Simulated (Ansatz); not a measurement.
## Nudged elastic band run: AlCl$_{2}$H$_{4}$N

Input:

```yaml
crystal:
  periodic: [false, false, false]
  atoms:
    - { symbol: Al, position_ang: [0.009199, -0.058329, 0.196144] }
    - { symbol: H, position_ang: [-0.112127, 0.832425, 1.48774] }
    - { symbol: Cl, position_ang: [1.876901, -0.008592, -0.85478] }
    - { symbol: Cl, position_ang: [-1.727627, -0.213124, -1.051134] }
    - { symbol: "N", position_ang: [0.072945, -1.97196, 0.945502] }
    - { symbol: H, position_ang: [-0.606118, -2.558739, 0.48887] }
    - { symbol: H, position_ang: [0.980485, -2.385463, 0.808188] }
    - { symbol: H, position_ang: [-0.125659, -1.982319, 1.932169] }
basis:
  gaussian: { orbitals: "6-31G*" }
hamiltonian:
  xc: hf
neb:
  order_check: false
  images: 7
  f_tol: 0.05
  max_iterations: 60
  final_atoms:
    - { symbol: Al, position_ang: [0.11717948, -0.83816999, -0.69401451] }
    - { symbol: H, position_ang: [-0.25186412, 0.54500999, 3.03045023] }
    - { symbol: Cl, position_ang: [1.87923509, 0.23523116, -1.04718756] }
    - { symbol: Cl, position_ang: [-1.70250263, -0.09648792, -1.41584049] }
    - { symbol: "N", position_ang: [0.16499285, -2.34501426, 0.19530291] }
    - { symbol: H, position_ang: [-0.63283489, -2.91080136, 0.39432196] }
    - { symbol: H, position_ang: [0.99589124, -2.75955441, 0.56175182] }
    - { symbol: H, position_ang: [-0.20209801, -0.17631423, 2.92791465] }
  initial_path:
    images:
      - { positions_ang: [[0.009199, -0.058329, 0.196144], [-0.112127, 0.832425, 1.48774], [1.876901, -0.008592, -0.85478], [-1.727627, -0.213124, -1.051134], [0.072945, -1.97196, 0.945502], [-0.606118, -2.558739, 0.48887], [0.980485, -2.385463, 0.808188], [-0.125659, -1.982319, 1.932169]] }
      - { positions_ang: [[0.003629, -0.04335053, 0.14829878], [-0.08886335, 0.62244984, 1.59448806], [1.88803001, 0.00204032, -0.91709328], [-1.78086622, -0.16489024, -1.06745165], [0.08146865, -2.00519623, 0.88291611], [-0.55434155, -2.63594795, 0.40676362], [0.90297305, -2.37611964, 0.99601253], [-0.0840306, -1.74508656, 1.90876483]] }
      - { positions_ang: [[-0.001941, -0.02837206, 0.10045356], [-0.06559969, 0.41247467, 1.70123612], [1.89915902, 0.01267263, -0.97940655], [-1.83410543, -0.11665648, -1.0837693], [0.0899923, -2.03843246, 0.82033022], [-0.5025651, -2.7131569, 0.32465724], [0.82546111, -2.36677629, 1.18383706], [-0.04240221, -1.50785413, 1.88536066]] }
      - { positions_ang: [[-0.007511, -0.01339358, 0.05260834], [-0.04233604, 0.20249951, 1.80798417], [1.91028804, 0.02330495, -1.04171983], [-1.88734465, -0.06842271, -1.10008694], [0.09851595, -2.07166868, 0.75774433], [-0.45078865, -2.79036585, 0.24255086], [0.74794916, -2.35743293, 1.37166158], [-0.00077381, -1.27062169, 1.86195649]] }
      - { positions_ang: [[-0.013081, 0.00158489, 0.00476312], [-0.01907238, -0.00747566, 1.91473223], [1.92141705, 0.03393727, -1.10403311], [-1.94058386, -0.02018895, -1.11640459], [0.1070396, -2.10490491, 0.69515844], [-0.3990122, -2.8675748, 0.16044448], [0.67043722, -2.34808958, 1.55948611], [0.04085459, -1.03338926, 1.83855231]] }
      - { positions_ang: [[0.01948412, -0.20835383, -0.16993129], [-0.07727032, 0.13064576, 2.19366173], [1.91087156, 0.08426074, -1.08982172], [-1.88106356, -0.03926369, -1.19126356], [0.12152791, -2.16493225, 0.57019456], [-0.45746788, -2.87838144, 0.21891385], [0.75180072, -2.45095579, 1.31005254], [-0.01988356, -0.8191205, 2.1108929]] }
      - { positions_ang: [[0.05204924, -0.41829255, -0.3446257], [-0.13546825, 0.26876717, 2.47259123], [1.90032607, 0.13458422, -1.07561033], [-1.82154325, -0.05833844, -1.26612254], [0.13601622, -2.22495958, 0.44523068], [-0.51592355, -2.88918808, 0.27738322], [0.83316423, -2.55382199, 1.06061897], [-0.08062171, -0.60485174, 2.38323348]] }
      - { positions_ang: [[0.08461436, -0.62823127, -0.51932011], [-0.19366618, 0.40688858, 2.75152073], [1.88978058, 0.18490769, -1.06139895], [-1.76202294, -0.07741318, -1.34098151], [0.15050454, -2.28498692, 0.32026679], [-0.57437922, -2.89999472, 0.33585259], [0.91452773, -2.6566882, 0.81118539], [-0.14135986, -0.39058299, 2.65557406]] }
      - { positions_ang: [[0.11717948, -0.83816999, -0.69401451], [-0.25186412, 0.54500999, 3.03045023], [1.87923509, 0.23523116, -1.04718756], [-1.70250263, -0.09648792, -1.41584049], [0.16499285, -2.34501426, 0.19530291], [-0.63283489, -2.91080136, 0.39432196], [0.99589124, -2.75955441, 0.56175182], [-0.20209801, -0.17631423, 2.92791465]] }
```

Launched with:

```bash
$ ansatz run input.yaml --threads 1 --pin off --max-ram 2048MiB --backend cpu --events-out ev --progress --plain --runs-dir out
```

Output, in part (warnings, iteration lines, the closing report on the highest movable image, with atoms numbered from 0):

```
NEB end point (image 0): max|allowed force component| = 1.909e-2 eV/Å (the criterion of neb.relax_end_points is 1.000e-2)
NEB end point (image 8): max|allowed force component| = 1.709e-2 eV/Å (the criterion of neb.relax_end_points is 1.000e-2)
NEB iter   1: max|band force component| = 7.483e0 eV/Å  barrier→ = 5.4715 eV  barrier← = 4.4505 eV  Δτ_max = 0.2000 Å  (303 SCF iters)
NEB iter   2: max|band force component| = 3.547e0 eV/Å  barrier→ = 3.6675 eV  barrier← = 2.6464 eV  Δτ_max = 0.2000 Å  (214 SCF iters)
NEB iter   3: max|band force component| = 3.162e0 eV/Å  barrier→ = 2.8505 eV  barrier← = 1.8295 eV  Δτ_max = 0.1982 Å  (212 SCF iters)
NEB iter   4: max|band force component| = 1.127e0 eV/Å  barrier→ = 2.4130 eV  barrier← = 1.3920 eV  Δτ_max = 0.2000 Å  (212 SCF iters)
NEB iter   5: max|band force component| = 1.274e0 eV/Å  barrier→ = 2.6278 eV  barrier← = 1.6068 eV  Δτ_max = 0.1000 Å  (213 SCF iters)
NEB iter   6: max|band force component| = 1.186e0 eV/Å  barrier→ = 2.4873 eV  barrier← = 1.4663 eV  Δτ_max = 0.1002 Å  (216 SCF iters)
NEB iter   7: max|band force component| = 1.177e0 eV/Å  barrier→ = 2.3694 eV  barrier← = 1.3484 eV  CI = image 3  Δτ_max = 0.2000 Å  (209 SCF iters)
NEB iter   8: max|band force component| = 6.194e-1 eV/Å  barrier→ = 2.4062 eV  barrier← = 1.3851 eV  CI = image 3  Δτ_max = 0.1005 Å  (207 SCF iters)
NEB iter   9: max|band force component| = 6.514e-1 eV/Å  barrier→ = 2.3993 eV  barrier← = 1.3783 eV  CI = image 3  Δτ_max = 0.0507 Å  (209 SCF iters)
NEB iter  10: max|band force component| = 3.276e-1 eV/Å  barrier→ = 2.3931 eV  barrier← = 1.3721 eV  CI = image 3  Δτ_max = 0.0373 Å  (206 SCF iters)
NEB iter  11: max|band force component| = 1.852e-1 eV/Å  barrier→ = 2.3897 eV  barrier← = 1.3687 eV  CI = image 3  Δτ_max = 0.0274 Å  (195 SCF iters)
NEB iter  12: max|band force component| = 9.111e-2 eV/Å  barrier→ = 2.3885 eV  barrier← = 1.3674 eV  CI = image 3  Δτ_max = 0.0169 Å  (209 SCF iters)
NEB iter  13: max|band force component| = 3.267e-2 eV/Å  barrier→ = 2.3881 eV  barrier← = 1.3671 eV  CI = image 3  Δτ_max = 0.0000 Å  (406 SCF iters)
Total energy: -33136.64897093 eV, -1217.7493888544 hartree
Atom 0 at     0.031961    -0.420075    -0.063162 Å, force    -0.000000     0.016447    -0.009307 eV/Å
Atom 1 at    -0.153372     0.046656     1.655760 Å, force    -0.007420    -0.000241    -0.002450 eV/Å
Atom 2 at     1.870714     0.321006    -0.760824 Å, force     0.006340     0.003296    -0.006804 eV/Å
Atom 3 at    -1.759746    -0.006053    -1.080208 Å, force    -0.005294     0.000075     0.001196 eV/Å
Atom 4 at     0.111571    -2.067611     0.823814 Å, force     0.003096     0.025619     0.010385 eV/Å
Atom 5 at    -0.651072    -2.719104     0.797409 Å, force     0.004747    -0.014523    -0.006475 eV/Å
Atom 6 at     0.979594    -2.561722     0.920558 Å, force    -0.006220    -0.025854     0.007026 eV/Å
Atom 7 at    -0.061651    -0.939198     1.659354 Å, force     0.004752    -0.004818     0.006429 eV/Å
Dipole moment:     0.016934    -0.692330     0.510784 e Å
```

It converged. Neighbouring images differ by up to 1.6 eV, so the band resolves the path poorly. A vibrational analysis at the climbing image gives one clearly imaginary mode, 1833i cm⁻¹: a first-order saddle point. The orbitals stay closed-shell, which can raise the energy where a bond breaks towards radicals; this wasn't checked here.

Final band (atoms are numbered from 1 in the order of the input):

```
image  path coordinate (Å)  energy (eV)  Al1–H2 (Å)  N5–H8 (Å)  H2–H8 (Å)
    0                 0.00         0.00        1.57       1.01       2.85
    1                 0.55         0.14        1.58       1.00       2.29
    2                 1.11         0.79        1.62       1.03       1.64
    3                 1.66         2.39        1.79       1.41       0.99
    4                 2.25         1.49        2.17       2.05       0.74
    5                 2.85         1.13        2.68       2.60       0.73
    6                 3.44         1.04        3.14       3.08       0.73
    7                 4.03         1.02        3.58       3.58       0.73
    8                 4.63         1.02        3.99       3.51       0.73
```

Run time: 2.6 min on 1 thread of Arm Neoverse V1, with other jobs on the host, peak memory 0.16 GiB.
